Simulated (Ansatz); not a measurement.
Input file for Ansatz (an electronic-structure program): R-r2SCAN/def2-TZVPPD on HCl (SMILES Cl) with ghost functions. Files ending in .json are basis or fitting sets from the Basis Set Exchange.

Ansatz 0.2 input:
```yaml
crystal:
  periodic: [false, false, false]
  atoms:
    - {symbol: Cl, position_ang: [-0.11795616, -0.58843122, -0.72128949]}
    - {symbol: H, position_ang: [-0.07378760, -0.40224195, 0.54698815]}
basis:
  gaussian:
    orbitals: def2-TZVPPD.json
    ghost_atoms:
      - {symbol: H, position_ang: [-0.35292607, 0.02695530, 2.80097892]}
      - {symbol: H, position_ang: [0.36558137, -0.16997253, 2.80402480]}
hamiltonian:
  xc: {name: r2SCAN}
scf: {lower_state_search: off}
```

The head of its log:

```
WARN ansatz: RAYON_NUM_THREADS=2 ignored (pool sized by the plan → 2); use --threads N
Functional definition: r2SCAN
these checks for a lower state are left out or cut short: stability, starts, cluster_reference, orbital_swaps, neighbouring_geometries, increment
integrals: 0.02 GiB planned
487 factors; their error is unknown
mean field: 0.20 GiB planned
mean field evaluation 1: about -12538.4015 eV, gradient 1.1e1 eV
mean field evaluation 2: about -12538.4555 eV, gradient 1.1e1 eV
```

Question: What total energy does the run end on?

Answer: -460.7870 hartree.
